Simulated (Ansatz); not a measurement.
Process, species as SMILES: C[Si](O)(O)O [trihydroxy(methyl)silane] -> C[Si](O)O + [OH] (HO) (the O-Si bond at the site shown breaks; other sites are not compared here)
Structures are relaxed separately at B3LYP-D3(BJ)/def2-TZVP in Ansatz (a program for electronic structure), one conformer each, not searched for the lowest.
Geometry of the first species:
SMILES: O[Si](O)(O)C
```xyz
11

C      1.8066    -0.0799    -0.2468
Si    -0.0245    -0.0058     0.0132
O     -0.7691     1.0303    -1.0365
O     -0.7662    -1.4466    -0.2584
O     -0.2323     0.4273     1.5834
H      2.2786     0.8760    -0.0103
H      2.2529    -0.8393     0.3974
H      2.0414    -0.3297    -1.2828
H     -0.5156     1.9560    -1.0218
H     -1.3013    -1.5139    -1.0530
H     -1.1104     0.3239     1.9597
```
Charge 0, spin multiplicity 1.

Wanted: bond dissociation energy (electronic energy difference), in eV. Correlated levels leave the core frozen unless marked. Open shells are spin-unrestricted. No spin-orbit coupling. Non-relativistic. CBS(X,Y): correlation extrapolated as X^-3; Hartree-Fock from the larger set.

CCSD(T)/CBS(aug-cc-pV(T+d)Z,aug-cc-pV(Q+d)Z) (Ansatz) gives 6.13 eV.

**Question.** Another calculation gave 5.97 eV. Which level was it?
A. revPBE/def2-TZVPD (Ansatz)
B. BLYP/def2-TZVPD (Ansatz)
C. wB97X-V/def2-TZVPD (Ansatz)
D. PBE0/def2-TZVPD (Ansatz)

**Answer.** C, wB97X-V/def2-TZVPD (Ansatz). The others give 5.74 (PBE0), 5.42 (revPBE), 5.55 (BLYP) eV.
